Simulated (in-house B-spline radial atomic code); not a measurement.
Cu⁶⁺. Computed with a B-spline radial atomic code. Model: all-electron spherical atom, spin shells full or empty, radial basis limit, no spin-orbit coupling, Breit or QED, empty-state partial waves extrapolated as (l+1/2)^-4, RPA, G0W0 and static COHSEX of the highest shell as one setting changes (uncorrelated shells keep exact exchange).

Given: element Cu; charge 6; filled core Ar; hamiltonian one-electron scalar X2C; mean-field start HSE06; highest l of empty states 9; nuclear rms radius 3.8823 fm; highest mean-field shell 3d up.

Shell: 3d 5 0 (electrons up and down).

```tsv
lowest nl shells left uncorrelated	RPA correlation energy (hartree)	G0W0 level (eV)	G0W0 minus most complete (meV)	COHSEX level (eV)	linearised minus solved G0W0 (meV)
0	-1.5711	-139.39	0	-143.53	-20.5
1	?	?	?	?	?
2	-1.2557	-139.36	34.5	-143.48	-20.3
3	?	?	?	?	?
4	-0.62558	-139.38	8.2	-143.3	-20.4
5	-0.15046	-140.09	-701	-142.36	-22.8
```

Problem. What follows for lowest nl shells left uncorrelated = 1?

Solution. RPA correlation energy -1.4235 hartree; G0W0 level -139.39 eV; G0W0 minus most complete 0.6 meV; COHSEX level -143.53 eV; linearised minus solved G0W0 -20.4 meV.

Problem. What follows for lowest nl shells left uncorrelated = 3?

Solution. RPA correlation energy -0.79133 hartree; G0W0 level -139.24 eV; G0W0 minus most complete 153.8 meV; COHSEX level -143.45 eV; linearised minus solved G0W0 -19.9 meV.
